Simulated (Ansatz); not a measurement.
# Worked example: SiF4 + C2HF2Sn → SiF3 + C2HF3Sn

Gas-phase species: SiF4 (silicon tetrafluoride) `F[Si](F)(F)F`, singlet; C2HF2Sn `C#[C][Sn]([F])[F]`, doublet; SiF3 (trifluorosilyl) `F[Si](F)F`, doublet; C2HF3Sn `C#[C][Sn]([F])([F])[F]`, singlet. A radical takes F: the energy is the difference in strength between the Si–F bond broken and the Sn–F bond made.

Shapes, held fixed at every level: PBE0-D4/def2-TZVP. Programs: Ansatz 0.2.0. The zero-point and thermal change to 298 K, harmonic and unscaled (PBE0-D4/def2-TZVP), is -2.3 kJ/mol.

At CCSD(T)/def2-TZVPP; 1 Eh = 2625.50 kJ/mol:

| species | energy (Eh) |
| --- | --- |
| SiF4 | -688.313566 |
| C2HF2Sn | -489.777132 |
| SiF3 | -588.427260 |
| C2HF3Sn | -589.582666 |

Work out ΔH(298 K) of the reaction at this level.


1. Products less reactants: (-588.427260) + (-589.582666) − [(-688.313566) + (-489.777132)] = 0.080772 Eh = +212.1 kJ/mol.
2. With the thermal change: +212.1 + (-2.3) = +209.8 kJ/mol.

Other levels give +189.4 (MP2/def2-SVP) to +217.4 kJ/mol (wB97M-V/def2-TZVPP). No measured value is set beside it here. Open shells run unrestricted. For atoms past krypton def2 sets carry core potentials with scalar relativity. Outer-core shells of Sn are correlated, in sets that cover them unevenly.
